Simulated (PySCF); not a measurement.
# Reading the logs of faulty runs: Al2BCH6 cation

All numbers below are calculated, not measured. The program is PySCF 2.14.0, an open-source quantum chemistry code, run on an isolated molecule that a program drew, which may never have been made. The molecule is Al2BCH6 cation (charge +1, singlet), drawn as the SMILES string `[BH2][Al+][AlH][CH3]`.

Each row is a Hartree-Fock (HF) and frozen-core CCSD(T) single point in the cc-pV(D+d)Z basis, meant for a local HF minimum. Run 1 is clean. Each other run has one planted mistake out of seven kinds, and not every kind appears here: one electron removed, one electron added, multiplicity raised by two, geometry at a saddle point, minimal basis STO-3G, one bond length entered in bohr, all coordinates scaled. The reference is restricted for singlets and unrestricted otherwise, and also for a bond in bohr. Adding or removing an electron swaps singlet and doublet. Electrons count all cores. HOMO and LUMO are orbital energies over both spins, the gradient is its largest component, and the lowest frequency (negative if imaginary) is given only where the gradient is small. Bond lengths are over the 9 bonds as drawn. T1 is the CCSD diagnostic: over 0.02 (restricted) or 0.045 (unrestricted) a single reference is doubtful.

Geometry of the clean run:
```xyz
10
Al2BCH6 cation, angstrom
B    -1.6417   -3.8136   -1.6769
Al   -1.0027   -1.9268   -0.8028
Al   -0.2131    0.4489    0.2564
C     0.0845    0.4720    2.1765
H    -0.8267   -4.6016   -2.0517
H    -2.8065   -4.0554   -1.7792
H    -0.1043    1.5329   -0.8672
H     0.8292   -0.2723    2.4776
H    -0.8378    0.2437    2.7219
H     0.4351    1.4538    2.5058
```

```
run,electrons,basis functions,<S^2>,HOMO (eV),LUMO (eV),gradient (hartree/bohr),lowest frequency (cm^-1),mean bond (Å),longest bond (Å),T1,HF (hartree),CCSD(T) (hartree),mistake
1,42,104,0.000,-13.79,-4.78,3.9e-05,25,1.5638,2.718,0.0118,-549.60774,-550.00194,no fault
2,42,104,0.997,-12.36,-4.81,4.9e-02,-,1.7559,3.672,0.0242,-549.51257,-549.87811,one bond length entered in bohr
3,43,104,0.766,-5.95,0.03,2.6e-02,-,1.5638,2.718,0.0220,-549.80402,-550.22040,one electron added
4,41,104,0.816,-19.68,-11.98,5.1e-02,-,1.5638,2.718,0.0203,-549.13439,-549.50595,?
5,42,34,0.000,-11.29,0.90,3.0e-02,-,1.5638,2.718,0.0081,-543.12699,-543.31764,?
```

**Which mistake was planted in run 4, and what did it cost?**

It counts 41 electrons, one fewer than the clean run, at the same geometry and basis. So the mistake is: one electron removed. Subtracting run 1 and multiplying by 627.51 kcal/mol a hartree, the energy moved by 297.0 kcal/mol in HF and 311.2 kcal/mol in CCSD(T).

**Which mistake was planted in run 5, and what did it cost?**

It has 34 basis functions where the clean run has 104, with the same electrons and geometry. So the mistake is: minimal basis STO-3G. Subtracting run 1 and multiplying by 627.51 kcal/mol a hartree, the energy moved by 4066.7 kcal/mol in HF and 4194.5 kcal/mol in CCSD(T).

